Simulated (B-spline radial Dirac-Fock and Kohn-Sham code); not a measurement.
ΔSCF core binding energies without Breit or QED terms, calculated with a radial B-spline solver.

A sound run for neutral thallium, configuration 1s2 2s2 2p6 3s2 3p6 3d10 4s2 4p6 4d10 4f14 5s2 5p6 5d10 6s2 6p1: The ground state converged in 11 iterations, with total energy -20274.84358 Ha, virial ratio 1.86406 and highest orbital energy -4.80 eV. ΔSCF binding energies: K (1s) 86005.5 eV, L3 (2p3/2) 12700.5 eV, M5 (3d5/2) 2399.4 eV.

A second run, with one unsound setting: The ground state converged in 12 iterations, with total energy -9962.25572 Ha, virial ratio 2.65929 and highest orbital energy -4.38 eV. ΔSCF binding energies: K (1s) 10194.5 eV, L3 (2p3/2) 5962.4 eV, M5 (3d5/2) 2450.9 eV.

```
iter   energy (Ha)        error
   1    -9807.70432989  1.09e+01
   2    -9899.01580670  3.06e+00
   3    -9954.62109880  6.08e-01
   4    -9960.09567522  4.55e-01
   5    -9962.17030004  7.60e-02
   6    -9962.25124562  2.11e-02
   7    -9962.25565549  2.22e-03
   8    -9962.25571103  6.57e-04
   9    -9962.25571667  7.38e-05
  12    -9962.25571676  3.19e-07
```

Q: Which fault fits the second run best?
A. unbound anion
B. nuclear radius in wrong units
C. functional not served
D. damping too heavy

A: B. The input had radius_factor = 1000.0: radius_factor inflates the nucleus far beyond its size, which weakens the binding of the inner electrons.
